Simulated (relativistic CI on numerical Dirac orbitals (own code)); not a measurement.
Calculated at this level of theory: Dirac-Coulomb-Breit CI, separate exchange-only KLI orbitals for each configuration, model QED, unscaled Slater integrals (own radial code, finite nucleus).

Configurations in the expansion (outside the closed core 1s2): 2s²2p⁴, 2s2p⁵, 2p⁶, 2p⁵3s, 2p⁵3p, 2p⁵3d, 2s²2p³3s, 2s²2p³3p, 2s²2p³3d, 2s2p⁴3s, 2s2p⁴3p, 2s2p⁴3d, 2s²2p³4s, 2s²2p³4p, 2s²2p³4d, 2s²2p³4f, 2s2p⁴4s, 2s2p⁴4p, 2s2p⁴4d, 2s2p⁴4f, 2s²2p²3s², 2s²2p²3s3p, 2s²2p³5s, 2s²2p³5p, 2s²2p³5d, 2s²2p²3s3d, 2s²2p³5f, 2s²2p³5g, 2s²2p²3p², 2s²2p²3p3d, 2s2p³3s², 2s²2p²3d², 2s2p³3s3p, 2s2p³3s3d, 2s2p³3p², 2s2p⁴5s. Levels of other configurations are missing.

At this charge energies of transitions that change n are usually good to better than 1 %, and those within a shell (Δn = 0) to a few per cent.

Outline of the computed level scheme of Xe XLVII. Lowest level of each configuration: 2s²2p⁴ ³P2 at 0.00 eV; 2s2p⁵ ³P°2 at 595.36 eV; 2p⁶ ¹S0 at 1276.92 eV; 2s²2p³3s ³P°2 at 4453.88 eV; 2s²2p³3p ³P1 at 4530.80 eV; 2s²2p³3d ³D°2 at 4709.49 eV.

Some strong electric-dipole decays among the lowest 45 levels: 2s²2p³3d ³D°3 → 2s²2p⁴ ³P2 (5.8e+14 s⁻¹); 2s²2p³3d ³D°1 → 2s²2p⁴ ¹S0 (3.6e+14 s⁻¹); 2s²2p³3d ³D°2 → 2s²2p⁴ ³P2 (2.7e+14 s⁻¹); 2s²2p³3d ³D°1 → 2s²2p⁴ ³P2 (7.0e+13 s⁻¹); 2s²2p³3s ¹D°2 → 2s²2p⁴ ¹D2 (4.9e+13 s⁻¹); 2s²2p³3s ³S°1 → 2s²2p⁴ ³P1 (4.6e+13 s⁻¹); 2s²2p³3s ¹P°1 → 2s²2p⁴ ³P2 (4.4e+13 s⁻¹); 2s²2p³3s ³P°0 → 2s²2p⁴ ³P1 (2.8e+13 s⁻¹).

LS names give the leading component of a level, which can be under half, so a name can repeat, a term be missing and a line seem to break the LS rules.
